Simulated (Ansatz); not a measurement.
Ansatz (a program for electronic structure) job for C4H6ClF, SMILES F/C=C/CCCl, PBE-D3(BJ)/def2-SVP. 

Ansatz 0.2 input:
```yaml
crystal:
  periodic: [false, false, false]
  atoms:
    - {symbol: F, position_ang: [2.85547957, 0.02073278, 0.26758468]}
    - {symbol: C, position_ang: [1.53717801, -0.13066046, 0.08267871]}
    - {symbol: C, position_ang: [0.95002568, 0.23900989, -1.05649421]}
    - {symbol: C, position_ang: [-0.50614408, 0.09472932, -1.38375484]}
    - {symbol: C, position_ang: [-1.36857501, -0.65524599, -0.38803764]}
    - {symbol: Cl, position_ang: [-1.59690564, 0.24714310, 1.16262640]}
    - {symbol: H, position_ang: [1.03943515, -0.55777363, 0.95878134]}
    - {symbol: H, position_ang: [1.59144842, 0.68513156, -1.82578850]}
    - {symbol: H, position_ang: [-0.59748316, -0.44436866, -2.34714249]}
    - {symbol: H, position_ang: [-0.95050802, 1.09075083, -1.56748185]}
    - {symbol: H, position_ang: [-2.37680088, -0.81772881, -0.79220640]}
    - {symbol: H, position_ang: [-0.93291913, -1.63103533, -0.12542501]}
basis:
  gaussian:
    orbitals: def2-SVP
hamiltonian:
  xc: pbe
  dispersion: d3bj
relax: {f_tol: 0.002, max_steps: 200}
```

It prints:

```
WARN ansatz: RAYON_NUM_THREADS=1 ignored (pool sized by the plan → 1); use --threads N
Functional definition: PBE
integrals: 0.06 GiB planned
1323 factors; their error is unknown
mean field: 0.35 GiB planned
mean field evaluation 1: about -19452.6041 eV, gradient 6.0e1 eV
mean field evaluation 2: about -19435.3803 eV, gradient 9.8e1 eV
mean field evaluation 4: about -19461.9601 eV, gradient 9.4e0 eV
mean field evaluation 8: about -19462.1704 eV, gradient 1.9e-1 eV
mean field evaluation 16: about -19462.0929 eV, gradient 7.7e-4 eV
mean field -19462.09293424 eV, -715.2187234529 hartree, gradient 1.6e-5 eV, S^2 0.000000; 0 other end points of the search recorded, 0 dependent functions left out
the calculation of the forces begins
reference -19462.09296460 eV, -715.2187245685 hartree; 28, 28 occupied and 90, 90 virtual orbitals, 1323 factors
relax step   1: F+E_penalty+E_count = -19462.37191288 eV  Δ(F+E_penalty+E_count) = +0.000e0 eV  max|allowed force component| = 2.974e-1 eV/Å  Δτ_max = 0.0000 Å  (30 SCF iters, accepted)
these checks for a lower state are left out or cut short: starts, cluster_reference, orbital_swaps, neighbouring_geometries, increment
integrals: 0.06 GiB planned
1323 factors; their error is unknown
mean field: 0.35 GiB planned
mean field -19462.10347217 eV, -715.2191107147 hartree, gradient 1.3e-5 eV, S^2 0.000000; 0 other end points of the search recorded, 0 dependent functions left out
the calculation of the forces begins
reference -19462.10350263 eV, -715.2191118341 hartree; 28, 28 occupied and 90, 90 virtual orbitals, 1323 factors
relax step   2: F+E_penalty+E_count = -19462.38118648 eV  Δ(F+E_penalty+E_count) = -9.274e-3 eV  max|allowed force component| = 1.002e-1 eV/Å  Δτ_max = 0.0235 Å  (33 SCF iters, accepted)
these checks for a lower state are left out or cut short: starts, cluster_reference, orbital_swaps, neighbouring_geometries, increment
integrals: 0.06 GiB planned
1323 factors; their error is unknown
mean field: 0.35 GiB planned
mean field evaluation 32: about -19462.1042 eV, gradient 2.2e-3 eV
mean field -19462.10420155 eV, -715.2191375188 hartree, gradient 1.3e-5 eV, S^2 0.000000; 0 other end points of the search recorded, 0 dependent functions left out
the calculation of the forces begins
reference -19462.10423203 eV, -715.2191386391 hartree; 28, 28 occupied and 90, 90 virtual orbitals, 1323 factors
relax step   3: F+E_penalty+E_count = -19462.38187940 eV  Δ(F+E_penalty+E_count) = -6.929e-4 eV  max|allowed force component| = 6.323e-2 eV/Å  Δτ_max = 0.0166 Å  (32 SCF iters, accepted)
these checks for a lower state are left out or cut short: starts, cluster_reference, orbital_swaps, neighbouring_geometries, increment
integrals: 0.06 GiB planned
1323 factors; their error is unknown
mean field: 0.35 GiB planned
mean field -19462.10465005 eV, -715.2191540009 hartree, gradient 1.3e-5 eV, S^2 0.000000; 0 other end points of the search recorded, 0 dependent functions left out
the calculation of the forces begins
reference -19462.10468057 eV, -715.2191551224 hartree; 28, 28 occupied and 90, 90 virtual orbitals, 1323 factors
relax step   4: F+E_penalty+E_count = -19462.38221779 eV  Δ(F+E_penalty+E_count) = -3.384e-4 eV  max|allowed force component| = 3.507e-2 eV/Å  Δτ_max = 0.0138 Å  (33 SCF iters, accepted)
these checks for a lower state are left out or cut short: starts, cluster_reference, orbital_swaps, neighbouring_geometries, increment
integrals: 0.06 GiB planned
1323 factors; their error is unknown
mean field: 0.35 GiB planned
mean field -19462.10469974 eV, -715.2191558269 hartree, gradient 1.3e-5 eV, S^2 0.000000; 0 other end points of the search recorded, 0 dependent functions left out
the calculation of the forces begins
reference -19462.10473028 eV, -715.2191569493 hartree; 28, 28 occupied and 90, 90 virtual orbitals, 1323 factors
relax step   5: F+E_penalty+E_count = -19462.38220670 eV  Δ(F+E_penalty+E_count) = +1.109e-5 eV  max|allowed force component| = 3.842e-2 eV/Å  Δτ_max = 0.0109 Å  (33 SCF iters, rejected (line search))
these checks for a lower state are left out or cut short: starts, cluster_reference, orbital_swaps, neighbouring_geometries, increment
integrals: 0.06 GiB planned
1323 factors; their error is unknown
mean field: 0.35 GiB planned
mean field -19462.10485993 eV, -715.2191617139 hartree, gradient 1.3e-5 eV, S^2 0.000000; 0 other end points of the search recorded, 0 dependent functions left out
the calculation of the forces begins
reference -19462.10489044 eV, -715.2191628353 hartree; 28, 28 occupied and 90, 90 virtual orbitals, 1323 factors
relax step   6: F+E_penalty+E_count = -19462.38238563 eV  Δ(F+E_penalty+E_count) = -1.678e-4 eV  max|allowed force component| = 1.026e-2 eV/Å  Δτ_max = 0.0053 Å  (33 SCF iters, accepted)
these checks for a lower state are left out or cut short: starts, cluster_reference, orbital_swaps, neighbouring_geometries, increment
integrals: 0.06 GiB planned
1323 factors; their error is unknown
mean field: 0.35 GiB planned
mean field -19462.10490364 eV, -715.2191633202 hartree, gradient 1.3e-5 eV, S^2 0.000000; 0 other end points of the search recorded, 0 dependent functions left out
the calculation of the forces begins
reference -19462.10493416 eV, -715.2191644418 hartree; 28, 28 occupied and 90, 90 virtual orbitals, 1323 factors
relax step   7: F+E_penalty+E_count = -19462.38243528 eV  Δ(F+E_penalty+E_count) = -4.965e-5 eV  max|allowed force component| = 1.335e-2 eV/Å  Δτ_max = 0.0079 Å  (33 SCF iters, accepted)
these checks for a lower state are left out or cut short: starts, cluster_reference, orbital_swaps, neighbouring_geometries, increment
integrals: 0.06 GiB planned
1323 factors; their error is unknown
mean field: 0.35 GiB planned
mean field evaluation 64: about -19462.1840 eV, gradient 1.1e-3 eV
mean field -19462.10496591 eV, -715.2191656086 hartree, gradient 1.3e-5 eV, S^2 0.000000; 0 other end points of the search recorded, 0 dependent functions left out
the calculation of the forces begins
reference -19462.10499644 eV, -715.2191667305 hartree; 28, 28 occupied and 90, 90 virtual orbitals, 1323 factors
relax step   8: F+E_penalty+E_count = -19462.38247083 eV  Δ(F+E_penalty+E_count) = -3.556e-5 eV  max|allowed force component| = 5.396e-3 eV/Å  Δτ_max = 0.0109 Å  (33 SCF iters, accepted)
these checks for a lower state are left out or cut short: starts, cluster_reference, orbital_swaps, neighbouring_geometries, increment
integrals: 0.06 GiB planned
1323 factors; their error is unknown
mean field: 0.35 GiB planned
mean field -19462.10494183 eV, -715.2191647238 hartree, gradient 1.1e-5 eV, S^2 0.000000; 0 other end points of the search recorded, 0 dependent functions left out
the calculation of the forces begins
reference -19462.10497236 eV, -715.2191658456 hartree; 28, 28 occupied and 90, 90 virtual orbitals, 1323 factors
relax step   9: F+E_penalty+E_count = -19462.38247360 eV  Δ(F+E_penalty+E_count) = -2.773e-6 eV  max|allowed force component| = 1.641e-3 eV/Å  Δτ_max = 0.0018 Å  (23 SCF iters, accepted)
integrals: 0.06 GiB planned
1323 factors; their error is unknown
mean field: 0.35 GiB planned
mean field evaluation 96: about -19462.1049 eV, gradient 1.7e-5 eV
mean field -19462.10494183 eV, -715.2191647238 hartree, gradient 1.1e-5 eV, S^2 0.000000; 1 other end points of the search recorded, 0 dependent functions left out
the calculation of the forces begins
reference -19462.10497236 eV, -715.2191658456 hartree; 28, 28 occupied and 90, 90 virtual orbitals, 1323 factors
Total energy: -19462.38250413 eV, -715.2293649502 hartree
Atom 0 at     2.875160     0.021284     0.272517 Å, force     0.000633     0.000165     0.000317 eV/Å
Atom 1 at     1.548431    -0.111942     0.092013 Å, force    -0.000466    -0.000208    -0.000795 eV/Å
Atom 2 at     0.957448     0.227796    -1.063265 Å, force    -0.001323     0.000092    -0.000686 eV/Å
Atom 3 at    -0.507094     0.099011    -1.381170 Å, force     0.000140    -0.000817     0.000621 eV/Å
Atom 4 at    -1.376843    -0.661756    -0.391118 Å, force     0.000504     0.001641     0.000880 eV/Å
Atom 5 at    -1.599234     0.209028     1.182134 Å, force    -0.000791    -0.000223     0.000054 eV/Å
Atom 6 at     1.035070    -0.498341     0.987556 Å, force     0.000600    -0.000291     0.000950 eV/Å
Atom 7 at     1.605820     0.639169    -1.855389 Å, force     0.001165     0.000154    -0.000141 eV/Å
Atom 8 at    -0.609784    -0.426512    -2.358917 Å, force     0.000115    -0.000177    -0.000846 eV/Å
Atom 9 at    -0.948023     1.107643    -1.549848 Å, force    -0.000202     0.000460    -0.000051 eV/Å
Atom 10 at    -2.393049    -0.812555    -0.800781 Å, force    -0.000645    -0.000284    -0.000101 eV/Å
Atom 11 at    -0.943670    -1.652139    -0.148393 Å, force     0.000270    -0.000512    -0.000201 eV/Å
Dipole moment:    -0.246724    -0.172716    -0.373855 e Å
```

The run converged.

Cost: around 40 core-seconds (rough).
